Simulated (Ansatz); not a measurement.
Species: C4H5FO, charge 0, multiplicity 1. 
Structure (B3LYP-D3(BJ)/def2-TZVP (Ansatz, a quantum-chemistry and plane-wave program) minimum search):
SMILES: C=COC(F)=C
```xyz
11

C     -1.9250     0.3642    -0.4720
C     -1.3838    -0.7294     0.0369
O     -0.0392    -0.9646     0.2535
C      0.8419     0.0378     0.0659
C      1.8124     0.0425    -0.8272
F      0.6784     1.0354     0.9504
H     -1.3442     1.2285    -0.7607
H     -2.9957     0.4035    -0.6044
H     -1.9487    -1.5999     0.3367
H      2.5279     0.8489    -0.8492
H      1.8960    -0.7735    -1.5263
```

Parts of the frozen-core correlation energy in cc-pVDZ (Ansatz, hartree). Frozen orbitals: 6; correlated occupied orbitals by spin: 17 and 17; virtual: 86 and 86. Spin-orbit coupling is left out. Non-relativistic.

```json
[
 {"term": "reference (HF)", "value": "-328.64176"},
 {"term": "MP2 opposite-spin", "value": "-0.66205"},
 {"term": "MP2 same-spin", "value": "(withheld)"},
 {"term": "CCSD correlation", "value": "(withheld)"},
 {"term": "(T)", "value": "(withheld)"},
 {"term": "T1 diagnostic", "value": "0.013"},
 {"term": "largest doubles amplitude", "value": "0.063"}
]
```

### Question
What belongs in the gaps?

### Answer

- MP2 same-spin, value: -0.22956
- CCSD correlation, value: -0.93560
- (T), value: -0.02975
